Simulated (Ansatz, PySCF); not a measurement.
Gas-phase reaction (SMILES): OB(O)F [fluoroboronic acid] + F (HF) → OB(F)F [difluoroborinic acid] + O (H2O); hydrogen fluoride cleaves one B-O bond, a model of a ligand-exchange step.

Each molecule is optimised on its own at B3LYP-D3(BJ)/def2-TZVP (Ansatz, a quantum-chemistry and plane-wave program), one conformer each, not searched for the lowest. Cores are frozen in the correlated levels unless marked. Spin-orbit coupling is left out. No relativistic terms. CBS marks a two-point X^-3 extrapolation of the correlation energy; Hartree-Fock from the larger set. Thermal terms are rigid-rotor harmonic-oscillator values from B3LYP-D3(BJ) frequencies (Ansatz or PySCF) at 298.15 K and 1 atm. 1 Eh = 627.5095 kcal/mol.

```json
[
 {"species": "OB(O)F", "E, CCSD(T)/CBS(cc-pVTZ,cc-pVQZ) (Ansatz) (Eh)": "-276.30590", "E, wB97X-V/def2-TZVPD (Ansatz) (Eh)": "-276.55081", "H - E (Eh)": "0.04166", "G - E (Eh)": "0.01034"},
 {"species": "F (HF)", "E, CCSD(T)/CBS(cc-pVTZ,cc-pVQZ) (Ansatz) (Eh)": "-100.39146", "E, wB97X-V/def2-TZVPD (Ansatz) (Eh)": "-100.45520", "H - E (Eh)": "0.01259", "G - E (Eh)": "-0.00713"},
 {"species": "OB(F)F", "E, CCSD(T)/CBS(cc-pVTZ,cc-pVQZ) (Ansatz) (Eh)": "-300.32806", "E, wB97X-V/def2-TZVPD (Ansatz) (Eh)": "-300.57694", "H - E (Eh)": "0.02926", "G - E (Eh)": "-0.00168"},
 {"species": "O (H2O)", "E, CCSD(T)/CBS(cc-pVTZ,cc-pVQZ) (Ansatz) (Eh)": "-76.37426", "E, wB97X-V/def2-TZVPD (Ansatz) (Eh)": "-76.43464", "H - E (Eh)": "0.02495", "G - E (Eh)": "0.00353"}
]
```

Question: Work out ΔE and ΔH, ΔG, ΔS and the equilibrium constant at 298.15 K at the first level, then ΔH at the second.

Answer: 
1. ΔE = [(-300.32806) + (-76.37426)] - [(-276.30590) + (-100.39146)] = -0.00496 Eh = -3.1 kcal/mol at CCSD(T)/CBS(cc-pVTZ,cc-pVQZ).
2. The terms H - E add up to -0.00004 Eh, so ΔH = (-0.00496 + (-0.00004))×627.5095 = -3.1 kcal/mol.
3. The terms G - E add up to -0.00136 Eh, so ΔG = -4.0 kcal/mol, and ΔS = (-0.00004 - (-0.00136))×627509.5/298.15 = 2.8 cal/(mol K).
4. log10 K = -ΔG/(RT ln 10) = 2.9, with RT ln 10 = 1.3642 kcal/mol.
5. At wB97X-V/def2-TZVPD the same steps give ΔE = -3.5 and ΔH = -3.5 kcal/mol, a shift of -0.4 from the first level.
6. These values are not checked against measurement here, since the tables used lack a sound gas-phase enthalpy of formation for at least one species.
